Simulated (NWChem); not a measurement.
**Basis-set convergence for CH3BO**

```xyz
6

B      1.2873     0.3817     0.0000
H      1.7543    -0.0951     1.0218
H      1.7543    -0.0951    -1.0218
H      1.2510     1.6017     0.0000
O     -1.2659    -0.3754     0.0000
C     -0.1782    -0.0529     0.0000
```
Charge 0, spin multiplicity 1.

All runs are NWChem calculations. All single points use one geometry, from B3LYP/def2-SVP, a minimum by its harmonic frequencies.

Quantity: dipole moment at the level PBE0.

The Pople sets run with spherical d functions. The structure started from a generated list of species.

| basis | functions | dipole moment (D) |
|---|---|---|
| def2-SVP | 57 | (withheld) |
| pcseg-1 | 57 | 1.38 |
| cc-pVDZ | 57 | (withheld) |
| 6-311G** | 72 | (withheld) |
| 6-311++G** | 87 | 1.35 |
| aug-cc-pVDZ | 96 | 1.34 |
| aug-pcseg-1 | 96 | 1.38 |
| def2-TZVP | 111 | 1.38 |
| pcseg-2 | 132 | 1.35 |
| def2-TZVPD | 141 | 1.34 |

**Question.** What belongs in the gaps?

**Answer.** 
- def2-SVP, dipole moment (D): 1.51
- cc-pVDZ, dipole moment (D): 1.55
- 6-311G**, dipole moment (D): 1.47
